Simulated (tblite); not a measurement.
Run record: tight-binding relaxation, `B[C@@H]([GaH2])[C@@H](C)C=C`.

Computed with GFN2-xTB geometry optimisation, gas phase (tblite 0.8.0). Start geometry: from a force field or distance geometry. A driver script takes a list of jobs; this job's settings line and coordinates (Å) are shown.

Command:
```bash
OMP_NUM_THREADS=1 python probes_run.py task.json out
```

Input:
```
{"job": {"kind": "relax", "xc": "GFN2-xTB", "basis": "xTB"}, "charge": 0, "multiplicity": 1}
B      0.558300    -0.616500    -1.945300
C      0.694300    -0.385400    -0.414300
Ga     1.857500     1.197900     0.205400
C     -0.518000    -0.738400     0.404700
C     -0.136500    -0.454300     1.879500
C     -1.720900     0.068700     0.108600
C     -1.813800     0.994100    -0.814000
H     -0.331900    -1.325800    -2.300000
H      1.576400    -0.762000    -2.554600
H      1.492100    -1.115500    -0.061700
H      2.159200     2.642700    -0.267500
H      3.428900     0.772500     0.498000
H     -0.788700    -1.828800     0.323500
H     -0.643300    -1.184600     2.522000
H      0.958700    -0.550900     1.982400
H     -0.366300     0.601200     2.102900
H     -2.601900    -0.121800     0.728000
H     -2.775500     1.509700    -0.917400
H     -1.038300     1.306500    -1.487600
```

Output:
```
step      E/eV     max force
  0    -520.90828    1.945
  1    -521.06141    1.508
  2    -521.22626    1.122
  3    -521.33007    1.002
  4    -521.41066    0.632
  5    -521.44405    0.530
  6    -521.47516    0.492
  7    -521.50051    0.455
  8    -521.52204    0.395
  9    -521.53777    0.314
... (84 lines left out)
 94    -521.87245    0.017
 95    -521.87249    0.015
 96    -521.87252    0.012
 97    -521.87255    0.012
 98    -521.87257    0.013
 99    -521.87260    0.015
100    -521.87264    0.013
101    -521.87267    0.014
102    -521.87269    0.011
103    -521.87271    0.009
```

«max force» is the largest atomic force in eV/Å.

Task: From which step on does the largest force stay under 0.1 eV/Å, and how much energy is left to gain from there?

Result: From step 46 (0.082 eV/Å), 13.6 meV above the end.

Summary of the converged run: energy lowered by 22.2 kcal/mol over 103 steps; largest atomic force 0.009 eV/Å at the end.

Task: Where do the atoms end?

Result: 0.462 Å rms from the input after alignment:
```
atom  x, y, z in Å
B1     0.7122   -0.8216   -1.9452
C2     0.7582   -0.6827   -0.4201
Ga3    1.6702    1.1829   -0.2340
C4    -0.4764   -0.8277    0.4695
C5    -0.1085   -0.5512    1.9333
C6    -1.6465    0.0505    0.1247
C7    -1.6316    1.1340   -0.6282
H8    -0.2704   -0.6715   -2.5649
H9     1.7235   -1.0507   -2.5064
H10    1.5799   -1.2599    0.0362
H11    1.2610    2.6521   -0.6874
H12    3.1114    1.1966    0.4587
H13   -0.8172   -1.8709    0.4032
H14   -0.9596   -0.7061    2.5946
H15    0.7067   -1.1987    2.2561
H16    0.2183    0.4949    2.0326
H17   -2.5709   -0.2498    0.6059
H18   -2.5247    1.7170   -0.7834
H19   -0.7454    1.4722   -1.1525
```

The run took 0.85 s wall on AMD EPYC 7R43, one thread, shared host with 256 logical CPUs at a one-minute load of 47.
Labels such as C1 count atoms from 1, the log's own numbers from 0.
